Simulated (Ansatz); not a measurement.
Program: Ansatz. Geometries: PBE0-D4/def2-TZVP. ΔE: electronic, gas phase. CCSD(T)/CBS adds triple-zeta CCSD(T) − MP2 to the extrapolated MP2 energy (def2 sets, frozen cores). This one scheme is used for every species. DFT in def2-TZVPP. One conformer a species, not always the lowest.

`BC#CBO` + `OB(F)F` → `OBB(O)F` + `BC#CF`  (redistribution)

| level | ΔE (kcal/mol) |
| --- | --- |
| PBE0-D4 | 82.5 |
| r2SCAN | 85.6 |
| BHLYP | 87.3 |
| CCSD/def2-SVP | 85.4 |

(1) What does CCSD(T)/CBS give? (An estimate is asked.)

Largest T1 diagnostic among the species: 0.016.

Answers

(1) The calculation gave: +85.6 kcal/mol. The listed levels differ from it by -3.1, 0.0, 1.7, -0.2 kcal/mol.

In def2-TZVPP, CCSD(T) changes the Hartree–Fock value by −5.0 kcal/mol (the triples alone add −0.6 kcal/mol) and MP2 by −2.9 kcal/mol. From r2SCAN to r2SCAN0 (25 % exact exchange), in def2-TZVPP and without D4, ΔE moves by +1.0 kcal/mol.
